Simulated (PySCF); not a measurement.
Compound: FeBr₂ (quintet state).
Cartesian coordinates in Å at the PBE0-D3(BJ)/def2-SVP level; atoms count from 1:
```xyz
3
FeBr2 angstrom
Fe    -0.0002    0.0005    0.0000
Br    -0.0791   -0.1260    2.2850
Br     0.0794    0.1255   -2.2850
```

Level of theory: PBE0-D3(BJ)/def2-SVP geometry optimisation, gas phase in PySCF.

Masses are those of the commonest isotopes; rigid-rotor values at the optimised geometry. 

Question: What are the moment of inertia and the rotational constant?

Answer: I = 827.578 u·Å², B = 505379 MHz·u·Å²/I = 610.7 MHz (0.0204 cm⁻¹, or 0.029 K as hB/k).

If the electronic state has orbital angular momentum about the axis (Π, Δ; not determined here), the simple ladder of levels BJ(J+1) doesn't apply.

No PBE0-D3(BJ)/def2-SVP frequencies stand behind this structure, so it isn't proved a minimum. ⟨S²⟩ = 6.011 (exact for a quintet: 6.00). Zero-point vibration and centrifugal distortion are left out.

For an open-shell metal species like this, the optimisation's SCF solution wasn't tested for stability and no frequencies at its level were run, so a lower state or another shape may exist.
